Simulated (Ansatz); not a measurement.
Ansatz results at the PBE0-D4/def2-TZVP geometry: HOMO–LUMO gap (PBE/def2-TZVPP) 5.80 eV; HOMO energy (ωB97M-V/def2-TZVPP) -9.81 eV; HOMO–LUMO gap (PBE0/def2-TZVPP) 8.02 eV.

Each molecule was computed in one conformer, which needn't be the lowest.

(1) Which molecule gave them?
A. `COB(OC)OC`
B. `CCB(N)N`
C. `SB(S)Br`
D. `COB(C)S`

Results:

(1) D. The others give `SB(S)Br`: 4.62, -9.92, 6.66; `COB(OC)OC`: 6.79, -10.55, 9.17; `CCB(N)N`: 5.43, -9.15, 7.62.
